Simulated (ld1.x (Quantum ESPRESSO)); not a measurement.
**Pt, TM: configuration errors across variants**

Pt, norm-conserving Troullier–Martins (Kleinman–Bylander form), made with ld1.x (Quantum ESPRESSO) 7.5 (LDA (PZ), scalar-relativistic). Core [Kr] 4d10 4f14, reference 5s2 5p6 5d9 6s0.5 6p0 (charge +0.5). Waves: 5s (bound): rc 1.30 bohr; 5p (bound): rc 1.50 bohr; 5d (bound): rc 2.30 bohr. Local part: the d channel. Core correction: none.

Occupied shells without a wave of their own: 6s. They enter only through the test configuration that unscreens the potential.

All-electron excitation energies from the reference (eV): (1) 5s2 5p6 5d9 6s1 6p0 -3.860; (2) 5s2 5p6 5d9 6s0 6p0 5.684; (3) 5s2 5p6 5d8 6s0 6p0 25.943; (4) 5s2 5p6 5d9 6s0 6p1 1.325; (5) 5s2 5p6 5d10 6s0 6p0 -3.806; (6) 5s2 5p6 5d8 6s2 6p0 -2.930; (7) 5s2 5p6 5d9 6s0.5 6p0 spin -0.231; (8) 5s2 5p6 5d9 6s1 6p0 spin -4.240.

Spin tests fill each open shell by Hund’s rule, majority spin first.

For the base: The 6s level has no wave, so the channel is fitted at the deeper level alone: the likely source of the large errors.

On the changes marked as counting shells twice: ld1.x takes every shell without a wave as core, so the model core holds the marked electrons as well and exchange and correlation see them twice. This cancels in the reference configuration, but the file is broken for other ones, and its errors say nothing about a proper core correction.

Tests that are not counted but printed errors over 1 eV. “base”: 5s2 5p5 5d9 6s1 6p0 (solver errors, printed error -4.5 eV). “core correction a·sin(br)/r model core inside 0.66 bohr (6s counted twice)”: 5s2 5p5 5d9 6s1 6p0 (solver errors, printed error -3.6 eV).

8 further variants failed, have other tests or another functional or relativity, and are left out.

A true bound ghost makes a file unfit for plane-wave use even where its test errors are small: the radial tests pick states by their node count and pass the ghost by. Where a test does run into it, the solver fails or the error is huge.

The file “base” misses its own reference levels by 0.9 eV. The file “core correction a·sin(br)/r model core inside 0.66 bohr (6s counted twice)” misses its own reference levels by 0.9 eV.

Errors AE − PS in meV (a dash: test not solved or not reliable):

| change | (1) | (2) | (3) | (4) | (5) | (6) | (7) | (8) | bound ghosts |
| --- | --- | --- | --- | --- | --- | --- | --- | --- | --- |
| base | -399 | +491 | +647 | +1363 | +357 | -1359 | +7.8 | -396 | s |
| core correction a·sin(br)/r model core inside 0.66 bohr (6s counted twice) | -411 | +475 | +570 | +1339 | +353 | -1390 | -8.8 | -433 | s |
| type PAW; waves now 5s (bound): rcut 1.20, rcutus 1.30 bohr; 6s (bound): rcut 1.20, rcutus 1.30 bohr; 5p (bound): rcut 1.45, rcutus 1.50 bohr; 6p (bound): rcut 1.45, rcutus 1.50 bohr; 5d (bound): rcut 2.00, rcutus 2.30 bohr; 5d channel at 3 Ry: rcut 2.00, rcutus 2.30 bohr; local potential all-electron potential smoothed inside 1.10 bohr (lloc = -1); core correction a·sin(br)/r model core, default radius (ld1.x builds one for every PAW set, though the input has nlcc=.false.); augmentation GAUSS, radius 1.35 bohr | +1.4 | -1.4 | -0.6 | 0.0 | +0.2 | +8.5 | +0.4 | +1.9 | none |

Problem. Give the same row for: wave 5d (bound): rc 2.30 bohr becomes 5d (bound): rc 2.14 bohr.

Solution. -338, +416, +555, +193, +299, -1161, +7.8, -333; bound ghosts: none.
